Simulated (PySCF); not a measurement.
Work out the structure from these simulated measurements.

Formula: C9H8F4.

| Item | Value |
| --- | --- |
| UV, strongest line | among the 10 lowest singlet transitions: S2 at 5.47 eV (227 nm, f = 0.410) [TDDFT B3LYP/def2-SVPD] |
| Couplings | largest of the computed one-bond spin–spin couplings (means over like bonds): 19F–13C -336.6 (×3), 19F–13C -223.0, 13C–1H +172.0, 13C–1H +169.9, 13C–1H +169.3, 13C–1H +164.4, 13C–1H +163.2, 13C–1H +158.8 Hz [B3LYP/pcJ-1, spin–dipole term left out for some pairs] |
| Triplet | lowest triplet excitation (Tamm–Dancoff): 3.19 eV [TDA B3LYP/def2-SVPD] |
| 1H NMR | chemical shifts (computed TMS as zero) by class: 6.82 (1 H), 6.62 (1 H), 6.14 (1 H), 5.72 (1 H), 5.54 (1 H), 5.52 (1 H), 2.99 (1 H), 2.82 (1 H) ppm [GIAO PBE0/pcSseg-1] |
| Rotational structure | rotational constants A, B, C: 1.726, 0.452, 0.390 GHz [PBE0-D3(BJ)/def2-SVP] |
| UV, first state | lowest singlet excitation: 5.11 eV (243 nm, f = 0.043) [TDDFT B3LYP/def2-SVPD] |
| 13C NMR | chemical shifts (computed TMS as zero) by class: 146.0 (1 C), 141.9 (1 C), 139.5 (1 C), 133.9 (1 C), 133.7 (1 C), 128.1 (1 C), 122.3 (1 C), 80.4 (1 C), 27.9 (1 C) ppm [GIAO PBE0/pcSseg-1] |

Electronic properties: PySCF, gas phase, density fitting. Levels stand in brackets. The structure is a single PBE0-D3(BJ)/def2-SVP conformer in the gas phase; no vibrational or solvent corrections. NMR values are class means; diastereotopic atoms form classes of their own.

Q: What is the compound? Reason from the data.

A: Numbering: `[CH2:1]=[CH:2][C:3]1=[CH:4][C@H:5]([F:6])[C:7]([C:8]([F:9])([F:10])[F:11])=[CH:12][CH2:13]1`. Its formula, C9H8F4, gives 4 degrees of unsaturation: 1 ring and 3 π bonds in the structure found. 9 carbons fall into 9 classes; from least to most shielded: alkene CH carbon [C2] (146.0 ppm), fully substituted alkene carbon [C3] (141.9 ppm), alkene CH carbon [C12] (139.5 ppm), fully substituted alkene carbon [C7] (133.9 ppm), alkene CH carbon [C4] (133.7 ppm), CF3 carbon [C8] (128.1 ppm), terminal =CH2 carbon [C1] (122.3 ppm), sp3 C–F carbon [C5] (80.4 ppm), allylic carbon [C13] (27.9 ppm). Hydrogen classes from least to most shielded: 1 H on an alkene CH carbon, C12 (6.82 ppm), 1 H on an alkene CH carbon, C2 (6.62 ppm), 1 H on an alkene CH carbon, C4 (6.14 ppm), 1 H on an sp3 C–F carbon, C5 (5.72 ppm), 1 H on a terminal =CH2 carbon, C1 (5.54 ppm), 1 H on a terminal =CH2 carbon, C1 (5.52 ppm), 1 H on an allylic carbon, C13 (2.99 ppm), 1 H on an allylic carbon, C13 (2.82 ppm). The couplings run between: -336.6 Hz, fluorine of a CF3 group [F9] and CF3 carbon [C8] (with 2 like pairs); -223.0 Hz, alkyl fluorine [F6] and sp3 C–F carbon [C5]; +172.0 Hz, terminal =CH2 carbon [C1] and its hydrogen; +169.9 Hz, alkene CH carbon [C4] and its hydrogen; +169.3 Hz, alkene CH carbon [C12] and its hydrogen; +164.4 Hz, terminal =CH2 carbon [C1] and its hydrogen; +163.2 Hz, alkene CH carbon [C2] and its hydrogen; +158.8 Hz, sp3 C–F carbon [C5] and its hydrogen. S1 is mainly HOMO→LUMO+1 (weight 0.88); the largest Löwdin shares of the orbital it empties are 0.24 on the terminal =CH2 carbon, 0.24 on an alkene CH carbon, 0.17 on a fully substituted alkene carbon and 0.17 on an alkene CH carbon, of the orbital it fills 0.34 on an alkene CH carbon, 0.28 on a fully substituted alkene carbon, 0.07 on the allylic carbon and 0.05 on the sp3 C–F carbon. The optimised geometry has point group C1 and is an asymmetric top. Structure: `C=CC1=C[C@H](F)C(C(F)(F)F)=CC1`. The assignments are read from this structure; whether some other isomer fits the data as well wasn't checked. The mirror image fits equally.

The values belong to the conformer `[CH2:1]=[CH:2][C:3]1=[CH:4][C@H:5]([F:6])[C:7]([C:8]([F:9])([F:10])[F:11])=[CH:12][CH2:13]1`: C1–C2–C3–C4 180°, C5–C7–C8–F9 168°.
